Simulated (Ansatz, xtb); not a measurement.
**Isomers of C4H8Si in order of energy**

3 gas-phase structures of C4H8Si, from a drawn sample of its isomers (lower ones may exist). Each was relaxed with GFN2-xTB:

A. `C=C/C=C/[SiH3]`, a singlet
B. `C=C/C=C\[SiH3]`, a singlet
C. `C=CC(=C)[SiH3]`, a singlet

Task: Which do you expect lowest at r2SCAN-D4/def2-SVP//GFN2-xTB, and how would the others follow?

Result: Calculated order at r2SCAN-D4/def2-SVP//GFN2-xTB: A (0.0), B (1.4), C (2.2) kcal/mol. Less than 1 kcal/mol parts B and C, so the order within that pair means little.

Energies above the lowest of each column, in kcal/mol; the last columns are at r2SCAN-D4/def2-SVP geometries:

```json
{"structure": "A", "GFN2-xTB": "0.0", "HF/STO-3G": "0.0", "r2SCAN-D4/def2-SVP//GFN2-xTB": "0.0", "r2SCAN-D4/def2-SVP": "0.0", "CCSD(T)/def2-SVP + ΔMP2/def2-TZVPP": "0.0"}
{"structure": "B", "GFN2-xTB": "0.4", "HF/STO-3G": "1.7", "r2SCAN-D4/def2-SVP//GFN2-xTB": "1.4", "r2SCAN-D4/def2-SVP": "1.4", "CCSD(T)/def2-SVP + ΔMP2/def2-TZVPP": "1.6"}
{"structure": "C", "GFN2-xTB": "1.7", "HF/STO-3G": "2.5", "r2SCAN-D4/def2-SVP//GFN2-xTB": "2.2", "r2SCAN-D4/def2-SVP": "2.1", "CCSD(T)/def2-SVP + ΔMP2/def2-TZVPP": "1.2"}
```

Every level run on A puts it lowest or level with the lowest. CCSD(T)/def2-SVP + ΔMP2/def2-TZVPP orders those it was run on as A (0.0), C (1.2), B (1.6) kcal/mol. Less than 1 kcal/mol parts C and B, so the order within that pair means little. Flexible structures stand in one conformer each, not always the lowest. ΔMP2 is the change of the MP2 energy from the smaller to the larger basis.

Programs: Ansatz 0.2.0, xtb 6.7.1.
